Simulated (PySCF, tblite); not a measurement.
C4H7NSi.
Cartesian coordinates in Å at the GFN2-xTB level; atoms count from 1:
```xyz
13
C4H7NSi angstrom
Si     2.7757    0.0461    0.0256
N      1.0697   -0.0119    0.1716
C      0.1113    0.1966   -0.6209
C     -1.2430    0.0422   -0.2163
C     -2.5237    0.0402   -0.5003
C     -2.1769   -0.2746    0.9196
H      3.1748    1.0033    1.0544
H      3.1841   -1.3241    0.3271
H      3.3147    0.4566   -1.2788
H      0.2432    0.5042   -1.6701
H     -3.3217    0.1467   -1.1938
H     -2.3519    0.4695    1.6875
H     -2.2608   -1.2942    1.2766
```

Computed, not measured: PBE0/def2-SVPD in PySCF (dipole) on a GFN2-xTB geometry, gas phase.

Take the most abundant isotopes and a rigid rotor. The values belong to one conformer with, in the numbering `[SiH3:1]/[N:2]=[CH:3]/[C:4]1=[CH:5][CH2:6]1`, N2–C3–C4–C5 -176°.

What are A, B and C (GHz)?

Ia = 36.69, Ib = 435.67, Ic = 462.97 u·Å²; 505379 MHz·u·Å²/I gives 13775, 1160 and 1092 MHz, that is A = 13.775, B = 1.1600, C = 1.0916 GHz.

What kind of rotor is it?

A near-prolate asymmetric top: κ = (2 × 1160 − 13775 − 1092)/(13775 − 1092) = -0.99.

What does the inertial defect say?

Not planar: Δ = Ic − Ia − Ib = -9.39 u·Å². For a rigid frame Δ = −2 Σ m c², so Σ m c² = 4.69 u·Å² lies off the ab plane: 4.66 from hydrogen and 0.03 from heavier atoms. The atom farthest from that plane is 1.27 Å away.

Give the other two planar moments, Paa and Pbb, and the rms extents of the mass along the axes.

Paa = Σ m a² = (Ib + Ic − Ia)/2 = 430.98 and Pbb = Σ m b² = (Ia + Ic − Ib)/2 = 31.99 u·Å². With the mass M = 97.03 u, the rms extents √(P/M) along a, b and c are 2.11, 0.57, 0.22 Å.

Where do the levels up to J = 5 lie, in MHz?

Above 0(0,0):
J = 1: 1(0,1) 2252, 1(1,1) 14866, 1(1,0) 14935
J = 2: 2(0,2) 6754, 2(1,2) 19301, 2(1,1) 19506, 2(2,1) 57351, 2(2,0) 57351
J = 3: 3(0,3) 13508, 3(1,3) 25953, 3(1,2) 26364, 3(2,2) 64105, 3(2,1) 64107, 3(3,1) 127351, 3(3,0) 127351
J = 4: 4(0,4) 22512, 4(1,4) 34822, 4(1,3) 35506, 4(2,3) 73112, 4(2,2) 73116, 4(3,2) 136357, 4(3,1) 136357, 4(4,1) 224900, 4(4,0) 224900
J = 5: 5(0,5) 33764, 5(1,5) 45908, 5(1,4) 46934, 5(2,4) 84369, 5(2,3) 84379, 5(3,3) 147616, 5(3,2) 147616, 5(4,2) 236158, 5(4,1) 236158, 5(5,1) 349999, 5(5,0) 349999
The levels of one J sum to (2J + 1)J(J + 1)(A + B + C)/3.

Which lines would a microwave search look for?

The dipole components are |μa| = 1.16 D, |μb| = 1.49 D, |μc| = 0.00 D. Intensities carry the squares of the components, which stand as 0.60 : 1.00 : 0.00 (a : b : c). Some lines, for components of 0.1 D or more:

```csv
type,branch,"J(Ka,Kc)",MHz,lower level (cm⁻¹)
a,Q,"3(1,2) ← 3(1,3)",410,0.866
a,R,"2(0,2) ← 1(0,1)",4503,0.075
a,R,"2(1,1) ← 1(1,0)",4572,0.498
a,R,"3(0,3) ← 2(0,2)",6754,0.225
a,R,"3(2,2) ← 2(2,1)",6755,1.913
a,R,"4(2,3) ← 3(2,2)",9006,2.138
a,R,"4(3,2) ← 3(3,1)",9007,4.248
a,R,"4(3,1) ← 3(3,0)",9007,4.248
a,R,"4(1,3) ← 3(1,2)",9143,0.879
b,Q,"1(1,0) ← 1(0,1)",12683,0.075
b,Q,"2(1,1) ← 2(0,2)",12752,0.225
b,Q,"3(1,2) ← 3(0,3)",12855,0.451
b,R,"1(1,1) ← 0(0,0)",14866,0.000
b,R,"3(1,3) ← 2(0,2)",19199,0.225
b,R,"4(1,4) ← 3(0,3)",21314,0.451
b,Q,"2(2,0) ← 2(1,1)",37845,0.651
b,Q,"3(2,2) ← 3(1,3)",38152,0.866
b,Q,"4(3,1) ← 4(2,2)",63242,2.439
b,Q,"3(3,0) ← 3(2,1)",63244,2.138
b,Q,"3(3,1) ← 3(2,2)",63245,2.138
b,Q,"4(3,2) ← 4(2,3)",63246,2.439
b,Q,"4(4,0) ← 4(3,1)",88542,4.548
b,R,"4(4,1) ← 3(3,0)",97549,4.248
b,R,"4(4,0) ← 3(3,1)",97549,4.248
```

Its GFN2-xTB frequencies are all real (lowest 73 cm⁻¹). No vibrational averaging or centrifugal distortion is included, and the geometry carries the error of its method. A rigid rotor knows nothing of internal rotation, which can split or shift real lines. Quadrupole hyperfine structure (14N) is left out.
